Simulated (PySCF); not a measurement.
C₂F₆.

```xyz
8

F      1.0787    -0.6228     1.2181
C      0.0000     0.0000     0.7708
F      0.0000     1.2456     1.2181
F     -1.0787    -0.6228     1.2181
C      0.0000     0.0000    -0.7708
F      1.0787     0.6228    -1.2181
F      0.0000    -1.2456    -1.2181
F     -1.0787     0.6228    -1.2181
```
Charge 0, spin multiplicity 1.

Geometry optimised at PBE0-D3(BJ)/def2-SVP.

Level of theory: KT2/pcSseg-1 in PySCF. Non-relativistic, no solvent.

Task: Give the absolute GIAO shielding of each atom: isotropic value and principal components (ppm). (Estimate from the structure and the level; the computed values follow.)

Result: 
```tsv
atom	σ(iso)	σ11	σ22	σ33	span
F1	262.0	190.3	255.3	340.5	150.2
C2	62.1	46.8	69.8	69.8	23.0
F3	262.0	190.3	255.3	340.5	150.2
F4	262.0	190.3	255.3	340.5	150.2
C5	62.1	46.8	69.8	69.8	23.0
F6	262.0	190.3	255.3	340.5	150.2
F7	262.0	190.3	255.3	340.5	150.2
F8	262.0	190.3	255.3	340.5	150.2
```
